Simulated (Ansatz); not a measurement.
C6H10GeO6⁻, that is GeH(OAc)3 with one electron more, relaxed as a doublet with UKS PBE-D4/def2-SVP in Ansatz, starting from the PBE-D4/def2-SVP geometry of the neutral singlet. Force threshold 0.03 eV/Å.

Start:

Cartesian coordinates in Å:
```
Ge 0.039 -0.639 -0.110
H 0.127 -2.139 -0.370
O -1.004 0.391 -1.243
C -0.597 0.164 -2.503
C -1.381 0.923 -3.540
O 0.330 -0.606 -2.736
H -0.964 0.734 -4.544
H -1.357 2.006 -3.309
H -2.443 0.609 -3.503
O 1.601 0.355 -0.155
C 2.477 -0.209 0.692
C 3.810 0.488 0.740
O 2.172 -1.205 1.343
H 4.465 0.002 1.483
H 3.665 1.557 0.995
H 4.281 0.457 -0.262
O -0.634 -0.067 1.518
C -1.838 -0.635 1.692
C -2.498 -0.274 2.996
O -2.312 -1.380 0.838
H -3.504 -0.724 3.049
H -2.561 0.828 3.093
H -1.875 -0.636 3.838
```

Q: Estimate the energy that the relaxation releases and the steps that it takes.

A: 1.53 eV, in 37 steps; 2.3 min on 2 threads of AMD EPYC 7R13 on a shared host and a share (18 GiB) of an NVIDIA H100 80GB HBM3. No frequencies were taken in this run, so the end may be a saddle point.

Q: Does the start keep its bonding and symmetry?

A: By distances, no bond broke or formed. The bond that changes most is Ge1–O17, from 1.85 to 2.06 Å (atoms count from 1).

Q: Predict the relaxed structure.

A: 
```
atom   x (Å)   y (Å)   z (Å)
 Ge1   0.524  -0.059   0.679
  H2   0.613  -1.597   0.377
  O3  -0.368   0.742  -0.787
  C4  -0.552   0.072  -1.925
  C5  -1.777   0.586  -2.671
  O6   0.127  -0.863  -2.326
  H7  -1.759   0.258  -3.727
  H8  -1.860   1.688  -2.599
  H9  -2.656   0.145  -2.158
 O10   2.347   0.505  -0.097
 C11   3.326   0.113   0.671
 C12   4.708   0.464   0.104
 O13   3.208  -0.480   1.751
 H14   5.505   0.108   0.783
 H15   4.788   1.562  -0.033
 H16   4.829   0.006  -0.900
 O17  -1.232  -0.077   1.764
 C18  -2.340  -0.565   1.259
 C19  -3.523  -0.409   2.230
 O20  -2.492  -1.101   0.159
 H21  -4.455  -0.784   1.765
 H22  -3.641   0.656   2.517
 H23  -3.320  -0.971   3.166
```
Bond lengths: 6 × C–O 1.22 to 1.33 Å; 3 × C–C 1.52 to 1.54 Å; 3 × Ge–O 1.89 to 2.06 Å; 9 × C–H 1.11 Å; 1 × Ge–H 1.57 Å.
